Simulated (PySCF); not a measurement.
B(H) cation (BH), SMILES [BH] (connectivity only; charge and spin as stated), charge +1, multiplicity 2.

Geometry: B3LYP-D3(BJ)/def2-TZVPD. The spin state was assumed, not searched.

Two levels are set side by side: PBE/def2-TZVPD (PySCF) and ωB97X/def2-TZVPD (PySCF). Same geometry, gas phase. Differences are taken from unrounded values.

| quantity | ωB97X |
|---|---|
| α-spin orbital gap (eV) | 11.55 |
| β-spin orbital gap (eV) | 14.46 |
| mean polarisability (bohr³) | 10.6 |

**Question.** What does PBE give, and how far is it from ωB97X? (An estimate is asked for; the answer gives what the named calculation found.)

**Answer.** 
| quantity | PBE | PBE minus ωB97X |
|---|---|---|
| α-spin orbital gap (eV) | 3.58 | -7.97 |
| β-spin orbital gap (eV) | 7.66 | -6.80 |
| mean polarisability (bohr³) | 10.4 | -0.2 |

Rough cost on one machine, each run with all the roots and properties that it gave: ωB97X against PBE within a factor of 2.
